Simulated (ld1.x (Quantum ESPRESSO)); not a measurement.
**Building the PAW potential for molybdenum (LDA (PZ), scalar-relativistic).**

The input file (ld1.x (Quantum ESPRESSO) 7.5):

```
&input
   title='Mo', zed=42., rel=1, dft='PZ', iswitch=3,
   config='[Kr] 4d5 4f-2 5s0 5p0',
   nld=4, rlderiv=3.90, eminld=-3.0, emaxld=5.0, deld=0.02
 /
 &inputp
   pseudotype=3, lpaw=.true., tm=.true., lloc=-1, rcloc=2.95,
   nlcc=.true., new_core_ps=.true., rcore=1.25,
   which_augfun='PSQ', rmatch_augfun_nc=.true.,
   file_pseudopw='Mo.UPF', file_wfcaegen='ae.wfc', file_wfcncgen='nc.wfc', file_beta='beta', file_chi='chi', file_wfcusgen='us.wfc'
 /
7
5S  1  0   0.00   0.00  2.10  2.75  0.0
5S  1  0   0.00   0.50  2.10  2.75  0.0
5P  2  1   0.00   0.00  3.00  3.60  0.0
5P  2  1   0.00   0.30  3.00  3.60  0.0
4D  3  2   5.00   0.00  1.90  2.05  0.0
4D  3  2   0.00   3.35  1.90  2.05  0.0
4F  4  3  -2.00  -0.10  2.30  2.55  0.0
 &test
   configts(1)='4d5 5s0 5p0'
 /
```

Command:

```bash
ld1.x < Mo.in > Mo.out
```

Resulting log (shortened: banner, matrices, multipoles, cross overlaps and the repeated all-electron block are left out):

```
Program LD1 v.7.5

     !!!!!!!!!!!!!!!!!!! WARNING !!!!!!!!!!!!!!!!!!!!!!!
     Message from routine ld1_readin:
     US requires at least two energies per channel 4F
     !!!!!!!!!!!!!!!!!!!!!!!!!!!!!!!!!!!!!!!!!!!!!!!!!!!
     --------------------------- All-electron run ----------------------------

     Mo
     scalar relativistic calculation

     atomic number is 42.00
     dft =PZ   lsd =0 sic =0 latt =0  beta=0.20 tr2=1.0E-14
     Exchange-correlation= PZ
                           (   1   1   0   0   0   0   0)
     mesh =1229 r(mesh) = 100.71859 a.u. xmin = -7.00 dx = 0.01250
     1 Ry =  13.60569312 eV, c = 137.03599908

     n l     nl                  e(Ry)          e(Ha)          e(eV)
     1 0     1S 1( 2.00)     -1455.4243      -727.7122    -19802.0568
     2 0     2S 1( 2.00)      -206.0329      -103.0164     -2803.2202
     2 1     2P 1( 6.00)      -184.3820       -92.1910     -2508.6445
     3 0     3S 1( 2.00)       -35.4415       -17.7207      -482.2058
     3 1     3P 1( 6.00)       -28.3467       -14.1734      -385.6767
     4 0     4S 1( 2.00)        -5.2379        -2.6190       -71.2659
     4 1     4P 1( 6.00)        -3.3413        -1.6706       -45.4603
     3 2     3D 1(10.00)       -16.7638        -8.3819      -228.0831
     4 2     4D 1( 5.00)        -0.7836        -0.3918       -10.6619
     5 0     5S 1( 0.00)        -0.7461        -0.3730       -10.1506
     5 1     5P 1( 0.00)        -0.4462        -0.2231        -6.0713

     final scf error:  6.3E-15 reached in  27 iterations

     Etot =   -8088.307543 Ry,   -4044.153771 Ha, -110047.030311 eV

     Ekin =    8337.326284 Ry,    4168.663142 Ha,  113435.102885 eV
     Encl =  -19481.115903 Ry,   -9740.557952 Ha, -265054.084676 eV
     Eh   =    3293.597018 Ry,    1646.798509 Ha,   44811.670298 eV
     Exc  =    -238.114941 Ry,    -119.057471 Ha,   -3239.718818 eV

     normalization and overlap integrals

     s(1S/1S) =  1.000000  <r> =   0.0352  <r2> =    0.0017  r(max) =   0.0229
     s(2S/2S) =  1.000000  <r> =   0.1539  <r2> =    0.0279  r(max) =   0.1303
     s(2P/2P) =  1.000000  <r> =   0.1340  <r2> =    0.0219  r(max) =   0.1041
     s(3S/3S) =  1.000000  <r> =   0.4297  <r2> =    0.2116  r(max) =   0.3819
     s(3P/3P) =  1.000000  <r> =   0.4312  <r2> =    0.2165  r(max) =   0.3771
     s(4S/4S) =  1.000000  <r> =   1.1068  <r2> =    1.3910  r(max) =   0.9874
     s(4P/4P) =  1.000000  <r> =   1.2377  <r2> =    1.7609  r(max) =   1.0643
     s(3D/3D) =  1.000000  <r> =   0.4156  <r2> =    0.2078  r(max) =   0.3206
     s(4D/4D) =  1.000000  <r> =   1.8953  <r2> =    4.4027  r(max) =   1.3838
     s(5S/5S) =  1.000000  <r> =   3.2143  <r2> =   11.6916  r(max) =   2.7866
     s(5P/5P) =  1.000000  <r> =   4.0705  <r2> =   18.8520  r(max) =   3.4898

     ------------------------ End of All-electron run ------------------------

     --------------------- Generating PAW atomic setup --------------------

      Generating local potential from pseudized AE potential:
      Matching radius rcloc =   2.9500

      Local pseudo, rcloc= 2.966 Estimated cut-off energy=     2.66 Ry

      Computing core charge for nlcc:

       r > 1.25 : true rho core
      Core charge pseudized with two Bessel functions
      Integrated core pseudo-charge :  11.62
      Wfc-us  5S rcutus= 2.752  Estimated cut-off energy=     5.84 Ry
      Wfc-us  5S rcutus= 2.752  Estimated cut-off energy=     8.00 Ry
      Wfc-us  5P rcutus= 3.623  Estimated cut-off energy=     5.76 Ry
      Wfc-us  5P rcutus= 3.623  Estimated cut-off energy=     7.65 Ry
      Wfc-us  4D rcutus= 2.039  Estimated cut-off energy=    27.60 Ry
      Wfc-us  4D rcutus= 2.039  Estimated cut-off energy=    23.66 Ry
      Wfc-us  4F rcutus= 2.553  Estimated cut-off energy=    21.79 Ry

     Required augmentation: PSQ   radius:    3.600000

     Q pseudized with Bessel functions
     Expected ecutrho=     118.4412 due to l1=  2   l2=  2

     Estimated PAW energy = -247.184516 Ryd

     ------------------- End of pseudopotential generation -------------------

     Computing logarithmic derivative in   3.88103
     Computing logarithmic derivative in   3.88103
     Computing the partial wave expansion
     R is outside the sphere for l=    0 j= 0.00
     R is outside the sphere for l=    0 j= 0.00
     R is outside the sphere for l=    1 j= 0.00
     R is outside the sphere for l=    1 j= 0.00
     R is outside the sphere for l=    2 j= 0.00
     R is outside the sphere for l=    2 j= 0.00
     R is outside the sphere for l=    3 j= 0.00

     ---------------------- Testing the pseudopotential ----------------------

     Mo
     scalar relativistic calculation

     atomic number is 42.00   valence charge is  6.00
     dft = SLA  PZ   NOGX NOGC   lsd =0 sic =0 latt =0  beta=0.20 tr2=1.0E-14
     mesh =1229 r(mesh) = 100.71859 xmin = -7.00 dx = 0.01250

     n l     nl             e AE (Ry)        e PS (Ry)    De AE-PS (Ry)
     3 2     4D   1( 5.00)       -0.78364       -0.78364        0.00000
     1 0     5S   1( 0.00)       -0.74605       -0.74606        0.00000
     2 1     5P   1( 0.00)       -0.44623       -0.44623        0.00000

     eps = 5.3E-16  iter =  3

     Etot =   -8088.307543 Ry,   -4044.153771 Ha, -110047.030311 eV
     Etotps =  -247.184517 Ry,    -123.592259 Ha,   -3363.116688 eV

     Ekin =      41.536063 Ry,      20.768032 Ha,     565.126930 eV
     Encl =     -62.665645 Ry,     -31.332822 Ha,    -852.609530 eV
     Ehrt =      12.060003 Ry,       6.030002 Ha,     164.084701 eV
     Ecxc =    -238.114939 Ry,    -119.057470 Ha,   -3239.718788 eV
     (Ecc =     -17.286516 Ry,      -8.643258 Ha,    -235.195027 eV)

     ---------------------- End of pseudopotential test ----------------------
```

Generation and configuration tests took about 3.2 s on one core of a shared server CPU.

Transferability test of the new file with ld1.x, input:

```
&input
   title='Mo', zed=42., rel=1, dft='PZ', iswitch=2,
   config='[Kr] 4d5 4f-2 5s0 5p0'
 /
 &test
   file_pseudo='Mo.UPF', nconf=10,
   configts(1)='4d5 5s0 5p0',
   configts(2)='4d5 5s1 5p0',
   configts(3)='4d4 5s0 5p0',
   configts(4)='4d3 5s0 5p0',
   configts(5)='4d2 5s0 5p0',
   configts(6)='4d4 5s1 5p0',
   configts(7)='4d5.5 5s0.5 5p0',
   configts(8)='4d5 5s0 5p1',
   configts(9)='4d5 5s0 5p0', lsdts(9)=1,
   configts(10)='4d5 5s1 5p0', lsdts(10)=1
 /
```

```bash
ld1.x < Mo.test.in > Mo.test.out
```

Pseudopotential blocks of its output, shortened (energy terms left out; the distinct warnings before each block abridged to one line each):

```
     ---------------------- Testing the pseudopotential ----------------------

     n l     nl             e AE (Ry)        e PS (Ry)    De AE-PS (Ry)
     3 2     4D   1( 5.00)       -0.78364       -0.78364        0.00000
     1 0     5S   1( 0.00)       -0.74605       -0.74606        0.00000
     2 1     5P   1( 0.00)       -0.44623       -0.44623        0.00000

     eps = 5.3E-16  iter =  3

     Etot =   -8088.307543 Ry,   -4044.153771 Ha, -110047.030311 eV
     Etotps =  -247.184517 Ry,    -123.592259 Ha,   -3363.116688 eV

     ---------------------- End of pseudopotential test ----------------------

          ---------------------- Testing the pseudopotential ----------------------

     n l     nl             e AE (Ry)        e PS (Ry)    De AE-PS (Ry)
     3 2     4D   1( 5.00)       -0.28925       -0.28926        0.00001
     1 0     5S   1( 1.00)       -0.31821       -0.31784       -0.00037
     2 1     5P   1( 0.00)       -0.08560       -0.08542       -0.00018

     eps = 1.3E-15  iter = 10

     Etot =   -8088.835692 Ry,   -4044.417846 Ha, -110054.216145 eV
     Etotps =  -247.712534 Ry,    -123.856267 Ha,   -3370.300717 eV
     dEtot_ae =      -0.528149 Ry
     dEtot_ps =      -0.528016 Ry,   Delta E=      -0.000133 Ry

     ---------------------- End of pseudopotential test ----------------------

          ---------------------- Testing the pseudopotential ----------------------

     n l     nl             e AE (Ry)        e PS (Ry)    De AE-PS (Ry)
     3 2     4D   1( 4.00)       -1.54772       -1.56245        0.01473  !
     1 0     5S   1( 0.00)       -1.32339       -1.32711        0.00372
     2 1     5P   1( 0.00)       -0.94261       -0.94530        0.00269

     eps = 1.9E-15  iter =  7

     Etot =   -8087.153416 Ry,   -4043.576708 Ha, -110031.327610 eV
     Etotps =  -246.024509 Ry,    -123.012255 Ha,   -3347.333977 eV
     dEtot_ae =       1.154127 Ry
     dEtot_ps =       1.160008 Ry,   Delta E=      -0.005881 Ry

     ---------------------- End of pseudopotential test ----------------------

          ---------------------- Testing the pseudopotential ----------------------

     n l     nl             e AE (Ry)        e PS (Ry)    De AE-PS (Ry)
     3 2     4D   1( 3.00)       -2.43358       -2.48377        0.05019  !
     1 0     5S   1( 0.00)       -1.97954       -1.99764        0.01810  !
     2 1     5P   1( 0.00)       -1.52382       -1.54228        0.01845  !

     eps = 1.5E-15  iter =  7

     Etot =   -8085.171789 Ry,   -4042.585894 Ha, -110004.366206 eV
     Etotps =  -244.012337 Ry,    -122.006169 Ha,   -3319.956976 eV
     dEtot_ae =       3.135754 Ry
     dEtot_ps =       3.172180 Ry,   Delta E=      -0.036426 Ry

     ---------------------- End of pseudopotential test ----------------------

          Warning: n=3, l=2 expected 0 nodes, found 1
     ---------------------- Testing the pseudopotential ----------------------

     n l     nl             e AE (Ry)        e PS (Ry)    De AE-PS (Ry)
     3 2     4D   1( 2.00)       -3.41688       -3.52782        0.11094  !
     1 0     5S   1( 0.00)       -2.70040       -2.75168        0.05128  !
     2 1     5P   1( 0.00)       -2.17501       -2.24117        0.06616  !

     eps = 5.5E-19  iter =  7

     Etot =   -8082.254145 Ry,   -4041.127072 Ha, -109964.669635 eV
     Etotps =  -241.016160 Ry,    -120.508080 Ha,   -3279.191913 eV
     dEtot_ae =       6.053398 Ry
     dEtot_ps =       6.168357 Ry,   Delta E=      -0.114959 Ry

     ---------------------- End of pseudopotential test ----------------------

          ---------------------- Testing the pseudopotential ----------------------

     n l     nl             e AE (Ry)        e PS (Ry)    De AE-PS (Ry)
     3 2     4D   1( 4.00)       -0.95358       -0.96267        0.00908  !
     1 0     5S   1( 1.00)       -0.82979       -0.83081        0.00101
     2 1     5P   1( 0.00)       -0.50824       -0.50868        0.00044

     eps = 4.0E-16  iter =  7

     Etot =   -8088.228436 Ry,   -4044.114218 Ha, -110045.954010 eV
     Etotps =  -247.101850 Ry,    -123.550925 Ha,   -3361.991947 eV
     dEtot_ae =       0.079107 Ry
     dEtot_ps =       0.082667 Ry,   Delta E=      -0.003560 Ry

     ---------------------- End of pseudopotential test ----------------------

          ---------------------- Testing the pseudopotential ----------------------

     n l     nl             e AE (Ry)        e PS (Ry)    De AE-PS (Ry)
     3 2     4D   1( 5.50)       -0.23275       -0.23149       -0.00126
     1 0     5S   1( 0.50)       -0.29418       -0.29428        0.00011
     2 1     5P   1( 0.00)       -0.07351       -0.07377        0.00026

     eps = 5.8E-15  iter = 17

     Etot =   -8088.812929 Ry,   -4044.406465 Ha, -110053.906447 eV
     Etotps =  -247.689417 Ry,    -123.844708 Ha,   -3369.986191 eV
     dEtot_ae =      -0.505387 Ry
     dEtot_ps =      -0.504899 Ry,   Delta E=      -0.000487 Ry

     ---------------------- End of pseudopotential test ----------------------

          ---------------------- Testing the pseudopotential ----------------------

     n l     nl             e AE (Ry)        e PS (Ry)    De AE-PS (Ry)
     3 2     4D   1( 5.00)       -0.38214       -0.38244        0.00030
     1 0     5S   1( 0.00)       -0.38510       -0.38493       -0.00018
     2 1     5P   1( 1.00)       -0.13934       -0.13925       -0.00009

     eps = 9.0E-15  iter = 12

     Etot =   -8088.597221 Ry,   -4044.298611 Ha, -110050.971589 eV
     Etotps =  -247.474163 Ry,    -123.737082 Ha,   -3367.057522 eV
     dEtot_ae =      -0.289679 Ry
     dEtot_ps =      -0.289646 Ry,   Delta E=      -0.000033 Ry

     ---------------------- End of pseudopotential test ----------------------

          ---------------------- Testing the pseudopotential ----------------------

     n l     nl             e AE (Ry)        e PS (Ry)    De AE-PS (Ry)
     3 2     4D   1( 5.00)       -0.84683       -0.84699        0.00016
     1 0     5S   1( 0.00)       -0.78507       -0.78521        0.00014
     2 1     5P   1( 0.00)       -0.46936       -0.46952        0.00015
     3 2     4D   2( 0.00)       -0.63837       -0.63961        0.00124
     1 0     5S   2( 0.00)       -0.64123       -0.64175        0.00052
     2 1     5P   2( 0.00)       -0.37434       -0.37450        0.00016

     eps = 9.2E-15  iter =  7

     Etot =   -8088.556758 Ry,   -4044.278379 Ha, -110050.421054 eV
     Etotps =  -247.432668 Ry,    -123.716334 Ha,   -3366.492950 eV
     dEtot_ae =      -0.249215 Ry
     dEtot_ps =      -0.248151 Ry,   Delta E=      -0.001064 Ry

     ---------------------- End of pseudopotential test ----------------------

          ---------------------- Testing the pseudopotential ----------------------

     n l     nl             e AE (Ry)        e PS (Ry)    De AE-PS (Ry)
     3 2     4D   1( 5.00)       -0.34200       -0.34226        0.00025
     1 0     5S   1( 1.00)       -0.35557       -0.35508       -0.00049
     2 1     5P   1( 0.00)       -0.10433       -0.10410       -0.00023
     3 2     4D   2( 0.00)       -0.12641       -0.12776        0.00135
     1 0     5S   2( 0.00)       -0.19007       -0.19030        0.00023
     2 1     5P   2( 0.00)       -0.01706       -0.01699       -0.00007

     eps = 4.7E-15  iter = 12

     Etot =   -8089.124077 Ry,   -4044.562038 Ha, -110058.139824 eV
     Etotps =  -247.999858 Ry,    -123.999929 Ha,   -3374.209962 eV
     dEtot_ae =      -0.816534 Ry
     dEtot_ps =      -0.815341 Ry,   Delta E=      -0.001194 Ry

     ---------------------- End of pseudopotential test ----------------------
```
